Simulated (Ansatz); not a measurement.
A structure drawn as `B[C](=C)[SnH3]`, with this starting geometry:

```xyz
11

B    -0.278    0.770    1.533
C    -0.376    0.004    0.232
C    -1.468   -0.655   -0.045
Sn    1.261   -0.104   -1.148
H    -1.112    0.813    2.346
H     0.778    1.350    1.836
H    -2.344   -0.718    0.609
H    -1.555   -1.276   -1.004
H     0.650   -0.221   -2.717
H     2.161    1.438   -0.939
H     2.282   -1.400   -0.703
```

The species carries charge 0 and has multiplicity 1. Sn: def2 effective core potential.

(1) Relax it with Ansatz at PBE-D4/def2-SVP and then PBE0-D4/def2-TZVP. Is the drawn bonding still there?

(2) Give the relaxed structure. (An estimate is asked.)

Atoms count as bonded under 1.1 times the sum of their covalent radii (H–H under 0.85 Å, pairs among N, O and F under 1.55 Å), and a drawn bond as lost past 1.3 times.

Results:

(1) Yes, every drawn bond is still there and no new one forms.

(2) Computed: 
Z-matrix (Å, degrees):
```
Sn
C 1 2.138
H 1 1.708 2 110.1
H 1 1.711 2 108.5 3 -120.1
H 1 1.708 2 110.1 3 119.9
C 2 1.342 1 119.8 3 120.1
B 2 1.539 1 122.0 3 -59.8
H 6 1.090 2 120.6 1 -180.0
H 6 1.089 2 123.8 1 0.0
H 7 1.200 2 118.8 1 -179.9
H 7 1.198 2 122.3 1 0.1
```
No frequency check was run.
